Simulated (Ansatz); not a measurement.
Ideal-gas functions of FHO₂SW (`[O]=[W]([OH])([F])=[S]`) at 800 K and 1 bar, from an Ansatz frequency run at PBE0-D4/def2-TZVP.

Molar mass 267.91 g/mol, point group C1 (symmetry number 1), electronic degeneracy 1, moments of inertia 154.175, 226.016, 245.86 u Å². Harmonic wavenumbers (cm⁻¹, unscaled): 189, 196, 209, 267, 282, 337, 568, 626, 700, 754, 1046, 3884.

Use S(trans) = R[1.5 ln M + 2.5 ln T − 1.1517]; rotational temperatures θ = 24.2544 K / I; S(rot) = R[ln(√π/σ · √(T³/θAθBθC)) + 1.5]; for each mode x = 1.438777 ν̃/T, S = R[x/(eˣ − 1) − ln(1 − e⁻ˣ)] and H = RT x/(eˣ − 1); 1 cm⁻¹ = 0.0119627 kJ/mol; R = 8.31446 J/(mol·K).

**Question.** By hand: the entropy, in J/(mol·K).

**Answer.** Translation 199.1. Rotation: θ = 0.1573, 0.1073, 0.0987 K, giving 127.2. Vibration, mode by mode: 17.33, 17.03, 16.50, 14.49, 14.05, 12.60, 8.49, 7.75, 6.93, 6.39, 4.19, 0.06, in all 125.8. Electronic 0.0. Sum 452.1 J/(mol·K).

**Question.** By hand: H − E and G − E in kJ/mol, counted from the electronic energy.

**Answer.** Zero-point energy ½ × 9058 × 0.0119627 = 54.2; thermal vibration 47.9; translation, rotation and pV give 4 RT = 26.6. H − E = 128.7 kJ/mol, and G − E = 128.7 − 800 × 452.1/1000 = -233.0 kJ/mol.

Vibration gives 28 % of the entropy. The sum counts one conformer and one mirror image; others add a mixing term.
